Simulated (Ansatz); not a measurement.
Consider the ligand exchange at a Ge–O bond: `C[O][GeH2][SH]` + H–F → `[F][GeH2][SH]` + CH₃OH.

Computed with Ansatz on PBE0-D4/def2-TZVP structures; ΔE is electronic, products minus reactants. CBS: MP2 limit from def2 TZ/QZ plus the TZ coupled-cluster correction, frozen cores. This one scheme is used for every species. Functionals use def2-TZVPP. B3LYP here is the variant with VWN-RPA as its local correlation; programs differ in this. For Ge outer-core shells are correlated without core-valence functions, which leaves a few kJ/mol of doubt a bond. Scalar relativity is left out up to krypton. Each species was taken in one conformer, which may not be the lowest.

```tsv
level	ΔE (kJ/mol)	difference from CCSD(T)/CBS
PBE0-D4	-26.9	-5.5
B3LYP-D4	-29.0	-7.6
ωB97X-V	-31.2	-9.8
PBE	-33.5	-12.1
r2SCAN	-32.2	-10.8
SCS-MP2/def2-TZVPP	-23.5	-2.1
CCSD/def2-TZVPP	-24.7	-3.3
MP2/def2-QZVPP	-18.2	3.2
HF/CBS(def2)	-43.9	-22.5
CCSD/CBS(def2)	-24.4	-3.0
CCSD(T)/CBS	-21.4	0
```

Largest T1 diagnostic among the species: 0.012.

The D4 term adds +9.4 kJ/mol with B3LYP and +5.3 kJ/mol with PBE0; it sums over pairs of atoms, weighted by their polarisabilities, and B3LYP, whose exchange is more repulsive, gets the larger term. In def2-TZVPP, CCSD(T) changes the Hartree–Fock value by +20.1 kJ/mol (the triples alone add +2.9 kJ/mol) and MP2 by +24.1 kJ/mol.
